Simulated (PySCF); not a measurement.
Species: C10H8N2.
Bonds: C1–C2 (aromatic), C2–C3 (aromatic), C3–C4 (aromatic), C4–C5, C5–C6 (aromatic), C6–C7 (aromatic), C7–C8 (aromatic), C8–C9 (aromatic), C9–N10 (aromatic), C4–N11 (aromatic), N11–C12 (aromatic), C1–C12 (aromatic), C5–N10 (aromatic). Hydrogens: H13 on C1; H14 on C2; H15 on C3; H16 on C6; H17 on C7; H18 on C8; H19 on C9; H20 on C12.

The same species was optimised twice, with GFN2-xTB and with PBE0-D3(BJ)/def2-SVP (PySCF), and the same property calculations (PySCF, gas phase) were run on both structures.

```
     coordinate  GFN2-xTB  PBE0-D3(BJ)/def2-SVP  change
      C4–C5 (Å)     1.469                 1.485  +0.016
    N11–C12 (Å)     1.318                 1.327  +0.009
     C9–N10 (Å)     1.318                 1.327  +0.009
      C8–C9 (Å)     1.388                 1.395  +0.007
     C1–C12 (Å)     1.388                 1.395  +0.007
      C6–C7 (Å)     1.382                 1.390  +0.008
      C2–C3 (Å)     1.382                 1.389  +0.007
      C1–C2 (Å)     1.387                 1.393  +0.006
      C7–C8 (Å)     1.387                 1.393  +0.006
      C3–C4 (Å)     1.396                 1.401  +0.005
      C5–C6 (Å)     1.396                 1.401  +0.005
     C5–N10 (Å)     1.332                 1.336  +0.004
     C4–N11 (Å)     1.332                 1.336  +0.004
   C4–C5–C6 (°)     120.7                 120.2    -0.5
   C3–C4–C5 (°)     120.7                 120.3    -0.4
  C4–C5–N10 (°)     117.0                 117.3    +0.3
  C6–C5–N10 (°)     122.3                 122.5    +0.2
 C1–C12–N11 (°)     123.6                 123.4    -0.2
  C8–C9–N10 (°)     123.6                 123.4    -0.2
  C3–C4–N11 (°)     122.3                 122.5    +0.2
  C5–C4–N11 (°)     117.0                 117.2    +0.2
C3–C4–C5–C6 (°)       180                   180       0
```

Rotational constants: A = 2984, B = 596.3, C = 497.0 MHz (GFN2-xTB) against A = 2954, B = 589.2, C = 491.2 MHz (PBE0-D3(BJ)/def2-SVP). Point groups within 0.08 Å: C2h and C2h.

On the GFN2-xTB structure: HOMO (eV) -6.92 [PBE0/pcSseg-1]; LUMO (eV) -1.55 [PBE0/pcSseg-1]; GIAO shielding of C1/C8 (mean) (ppm) 58.0 [PBE0/pcSseg-1]; GIAO shielding of C2/C7 (mean) (ppm) 44.0 [PBE0/pcSseg-1]; GIAO shielding of C3/C6 (mean) (ppm) 59.7 [PBE0/pcSseg-1]; GIAO shielding of C4/C5 (mean) (ppm) 25.9 [PBE0/pcSseg-1]; GIAO shielding of C9/C12 (mean) (ppm) 32.4 [PBE0/pcSseg-1]; GIAO shielding of N10/N11 (mean) (ppm) -75.9 [PBE0/pcSseg-1].

Question: What do these properties become on the PBE0-D3(BJ)/def2-SVP structure?

Answer: 
| property | level | on GFN2-xTB | on PBE0-D3(BJ)/def2-SVP | change |
| --- | --- | --- | --- | --- |
| HOMO (eV) | PBE0/pcSseg-1 | -6.92 | -6.93 | -0.01 |
| LUMO (eV) | PBE0/pcSseg-1 | -1.55 | -1.56 | -0.01 |
| energy, GFN2-xTB geometry as zero (kcal/mol) | PBE0/pcSseg-1 | 0.0 | -0.3 | -0.3 |
| GIAO shielding of C1/C8 (mean) (ppm) | PBE0/pcSseg-1 | 58.0 | 55.5 | -2.5 |
| GIAO shielding of C2/C7 (mean) (ppm) | PBE0/pcSseg-1 | 44.0 | 42.3 | -1.7 |
| GIAO shielding of C3/C6 (mean) (ppm) | PBE0/pcSseg-1 | 59.7 | 58.0 | -1.7 |
| GIAO shielding of C4/C5 (mean) (ppm) | PBE0/pcSseg-1 | 25.9 | 24.3 | -1.6 |
| GIAO shielding of C9/C12 (mean) (ppm) | PBE0/pcSseg-1 | 32.4 | 30.2 | -2.2 |
| GIAO shielding of N10/N11 (mean) (ppm) | PBE0/pcSseg-1 | -75.9 | -78.6 | -2.7 |

The heavy atoms differ by 0.015 Å rms after alignment. Among bonds between heavy atoms C4–C5 changes most (+0.016 Å). Changes are differences of the printed values. Neither structure is proved a minimum here.

Conformer computed: `[cH:1]1[cH:2][cH:3][c:4](-[c:5]2[cH:6][cH:7][cH:8][cH:9][n:10]2)[n:11][cH:12]1`: C3–C4–C5–C6 180°.
